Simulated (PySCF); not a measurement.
Numbering as in the mapped SMILES `[CH3:1][O:2][C:3](=[O:4])[CH:5]([CH3:6])[CH3:7]` (H(Xn): hydrogen on atom n).

GIAO PBE0/pcSseg-1 shifts (PySCF, gas phase, non-relativistic, equivalent atoms averaged), each against references optimised in the same way as the molecule (TMS, H2O).

On the GFN2-xTB geometry: C3 184.6, C1 53.7, C5 38.1, C6/C7 21.5, O4 422.8, O2 188.6, H(C1) 3.85, H(C5) 2.47, H(C6)/H(C7) 1.19 ppm.

Task: What changes on the PBE0-D3(BJ)/def2-SVP geometry?

Result: 
```csv
atoms,δ (ppm),change
C3,181.5,-3.1
C1,51.9,-1.8
C5,35.2,-2.9
C6/C7,20.2,-1.3
O4,437.7,+14.9
O2,184.3,-4.3
H(C1),3.59,-0.26
H(C5),2.21,-0.26
H(C6)/H(C7),1.12,-0.07
```

Bonds between heavy atoms that differ most (equivalent bonds averaged): C1–O2 1.421 → 1.416 Å, C5–C6 1.529 → 1.525 Å, C3–C5 1.517 → 1.514 Å. Mean change of bonds to hydrogen: C–H +0.011 Å. The two structures also differ in conformation, which adds to the changes.
